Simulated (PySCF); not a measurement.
Mg(Br)(OMe) (CH3BrMgO), SMILES C[O][Mg][Br]. Atoms are numbered in the order given.

```xyz
7

Mg     0.0000     0.0000    -0.6023
Br     0.0000     0.0000     1.7530
O      0.0000     0.0000    -2.3767
C      0.0000     0.0000    -3.7614
H     -0.8965     0.5176    -4.1817
H      0.8965     0.5176    -4.1817
H      0.0000    -1.0352    -4.1817
```
Charge 0, spin multiplicity 1.

Geometry: PBE-D3(BJ)/def2-SVP. The structure was generated by enumeration; whether it is a known compound was not checked. One conformer was computed; it need not be the lowest.

Two levels are set side by side: PBE/pcSseg-1 (PySCF) and HF/pcSseg-1 (PySCF). GIAO shifts against H2O (¹⁷O), TMS (¹H), TMS (¹³C) at the same level; non-relativistic, no solvent, atoms listed together averaged. Without spin–orbit terms, shifts of atoms bonded to Cl or Br come out too high at both levels. Differences are taken from unrounded values.

```csv
quantity,HF
δ(¹⁷O) of O3 (ppm),-58.4
δ(¹³C) of C4 (ppm),53.6
"δ(¹H) of H5, H6, H7 (ppm)",4.10
```

Problem. What does PBE give, and how far is it from HF? (An estimate is asked for; the answer gives what the named calculation found.)

Solution. 
| quantity | PBE | PBE minus HF |
|---|---|---|
| δ(¹⁷O) of O3 (ppm) | -25.1 | 33.3 |
| δ(¹³C) of C4 (ppm) | 63.1 | 9.6 |
| δ(¹H) of H5, H6, H7 (ppm) | 4.76 | 0.65 |

Rough cost on one machine, each run with all the roots and properties that it gave: HF against PBE within a factor of 2.
